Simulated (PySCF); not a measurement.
C6H13NO2Si.
Atom-mapped SMILES: `[H]/[N:10]=[CH:9]/[C:6]([SiH2:5][C:3]([O:2][CH3:1])=[O:4])([CH3:7])[CH3:8]` (hydrogens: H11, H12, H13 on C1; H14, H15 on Si5; H16, H17, H18 on C7; H19, H20, H21 on C8; H22 on C9; H23 on N10)

Cartesian coordinates in Å at the GFN2-xTB level; atoms count from 1:
```xyz
23
C6H13NO2Si angstrom
C      3.8001    0.2606    0.2164
O      2.5149    0.2500    0.8330
C      1.6351   -0.6663    0.4195
O      1.8760   -1.4812   -0.4381
Si    -0.0298   -0.4580    1.3502
C     -1.3510   -0.0736   -0.0063
C     -1.5249   -1.2960   -0.9125
C     -2.6792    0.3095    0.6418
C     -0.7898    1.0650   -0.7856
N     -1.1100    2.2559   -0.5405
H      4.4779    0.7474    0.9131
H      3.7579    0.8183   -0.7214
H      4.1207   -0.7621    0.0098
H     -0.3723   -1.7353    1.9807
H      0.1275    0.6448    2.2921
H     -2.2010   -1.0636   -1.7349
H     -0.5719   -1.6154   -1.3292
H     -1.9479   -2.1256   -0.3505
H     -3.0422   -0.4917    1.2807
H     -3.4231    0.5070   -0.1279
H     -2.5608    1.2124    1.2320
H     -0.0605    0.7637   -1.5548
H     -0.6505    2.9612   -1.1118
```

Computed at PBE0/pcSseg-1 (PySCF, non-relativistic), with Q(17O) = −0.0256 b, Q(14N) = 0.02044 b: O2, 17O (I = 5/2): χzz = -10.17 MHz, η = 0.258; O4, 17O (I = 5/2): χzz = 9.357 MHz, η = 0.255; N10, 14N (I = 1): χzz = -4.824 MHz, η = 0.336.

Q: Find the zero-field quadrupole resonance frequencies of 17O at O2.

A: From the eigenvalues of H = χ/[4I(2I − 1)] × [3Iz² − I(I + 1) + η(Ix² − Iy²)], steps between neighbouring levels, labelled as for η = 0: ±1/2↔±3/2 1.632 MHz, ±3/2↔±5/2 3.012 MHz (oxygen singly bound to a carbonyl carbon).

Q: Find the zero-field quadrupole resonance frequencies of 17O at O4.

A: From the eigenvalues of H = χ/[4I(2I − 1)] × [3Iz² − I(I + 1) + η(Ix² − Iy²)], steps between neighbouring levels, labelled as for η = 0: ±1/2↔±3/2 1.500 MHz, ±3/2↔±5/2 2.772 MHz (carbonyl oxygen).

Q: Find the zero-field quadrupole resonance frequencies of 14N at N10.

A: From ν± = (3/4)|χ|(1 ± η/3) and ν0 = |χ|η/2: ν+ 4.023 MHz, ν− 3.213 MHz, ν0 0.810 MHz (imine nitrogen).

In a crystal, neighbours and librations shift these lines. Geometry: GFN2-xTB, one conformer, isolated molecule. GFN2-xTB bond lengths can be off by several hundredths of an ångström, more for odd bonds, and the gradients follow them. A larger basis could move these couplings by a tenth or more.

These values come from a run that also computed NMR shieldings. Time: 68 s of wall time; peak memory 1.0 GiB. Hardware: one thread of an Arm Neoverse V1, on a shared host.
